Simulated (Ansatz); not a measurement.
The same path of Cl2H2Sn + H2S (8 atoms, charge 0, multiplicity 1) was run twice with different band settings. Lost on the way: Sn1–Cl2, S6–H8. Made: Sn1–S6, Cl2–H8.

Computed with RKS PBE-D4/def2-SVP in Ansatz 0.2.0.

Relaxed end points:

```xyz
8
Properties=species:S:1:pos:R:3
Sn -0.119 -0.254 -0.085
Cl -0.251 -0.331 2.291
H 1.514 -0.022 -0.554
Cl -1.457 1.554 -0.806
H -0.918 -1.686 -0.617
S 1.477 2.840 1.308
H 2.561 2.223 1.855
H 0.641 2.182 2.162
```

```xyz
8
Properties=species:S:1:pos:R:3
Sn 0.017 0.552 -0.188
Cl 0.903 -0.639 3.032
H 1.463 -0.349 -0.403
Cl -0.459 1.525 -2.304
H -1.419 -0.222 0.339
S 0.418 2.420 1.381
H 1.713 2.566 0.977
H 0.813 0.652 2.719
```

Common settings: spring 5.0 eV/Å²; optimiser quadratic models (default); start path through a guess of the saddle point; force threshold 0.05 eV/Å; iteration limit 60; end points relaxed.

| run | movable images | climbing image |
| --- | --- | --- |
| 1 | 9 | yes |
| 2 | 6 | no |

Q: What does each run give, and how far can it be trusted?

A: Run 1: converged after 25 iterations, highest image 0.502 eV above the first end. A vibrational analysis at the climbing image gives one clearly imaginary mode, 174i cm⁻¹: a first-order saddle point.
Run 2: converged after 21 iterations, highest image 0.518 eV above the first end. No image climbed, so the highest image needn't sit at the top of the path.
The orbitals stay closed-shell, which can raise the energy where a bond breaks towards radicals; this wasn't checked here.
